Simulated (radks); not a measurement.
Fractional charge and spin in the 3s shell of sulfur: the spin-up occupation runs from 0 to 1 and the spin-down occupation from 0 to 1; the fullest corner is S2+, [Ne] 3p(up 1, down 1) 3s(up 1, down 1). Calculated with a radial shooting solver on a logarithmic mesh with Libxc functionals: non-relativistic Kohn-Sham, PBE, spin-polarised, spherical densities, point nucleus. Energy (eV) above the fullest corner. The planes named below are the two flat planes that join the four corners, with an edge along up + down = one added electron.

down \ up        0     0.5       1
0          105.480  73.795  45.427
0.5         73.795  45.873  21.164
1           45.427  21.164   0.000

Corners above the fullest one (they belong to S3+ and the next ion): (up 1, down 0) 45.427 eV, (up 0, down 1) 45.427 eV, (up 0, down 0) 105.48 eV. With half an added electron in each spin the energy lies 0.446 eV from the planes, and with half an added electron in spin up alone -1.659 eV. The planes are only a guide here: the flat-plane condition holds for ground states with one frontier orbital, while this shell lies below other occupied shells, so the corners above the fullest one are inner-hole states and not the ground states of those ions.
